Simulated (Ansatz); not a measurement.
BrClSn (`[Cl][Sn][Br]`) at its PBE0-D4/def2-TZVP geometry, where that method's forces vanish. Charge 0, multiplicity 1. Sn: def2 effective core potential.

```
atom    x (Å)    y (Å)    z (Å)
 Cl1   0.4069  -0.8484  -1.6452
 Sn2  -0.6953   0.7446  -0.2912
 Br3   0.2884   0.1038   1.9365
```

Question: For each bond, give half the difference of the two atoms' forces along it (eV/Å; positive pushes the atoms apart) under PBE-D4, r2SCAN-D4, B3LYP-D4, ωB97M-V in def2-TZVPP. (An estimate is asked.)

Answer: Computed: 
```tsv
bond	length (Å)	PBE-D4	r2SCAN-D4	B3LYP-D4	ωB97M-V
Cl1–Sn2	2.363	0.30	0.06	0.30	-0.06
Sn2–Br3	2.518	0.25	0.05	0.27	-0.09
```

B3LYP here is the variant with VWN-RPA as its local correlation; programs differ in this.
